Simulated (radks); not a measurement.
Removal energies from the cerium ion Ce5+, [Kr] 4d10 5s2 5p5, by Delta-SCF beside the eigenvalue of the level emptied. All-electron calculation, scalar-relativistic Kohn-Sham, PBE, spin-polarised, spherical densities, finite nucleus; Fermi nuclear charge, rms radius of each element as measured or else 0.836 A^(1/3) + 0.57 fm. Program: a radial shooting solver on a logarithmic mesh with Libxc functionals. Open shells are filled with parallel spins first.

5p: final configuration [Kr] 4d10 5s2 5p4; Delta-SCF (eV) 79.227; -eigenvalue (eV) 72.781
5s: final configuration [Kr] 4d10 5s1 5p5; Delta-SCF (eV) 99.314; -eigenvalue (eV) 92.210
4d: final configuration [Kr] 4d9 5s2 5p5; Delta-SCF (eV) 181.89; -eigenvalue (eV) 169.77
4p: final configuration [Ar] 3d10 4s2 4p5 4d10 5s2 5p5; Delta-SCF (eV) 283.80; -eigenvalue (eV) 271.00
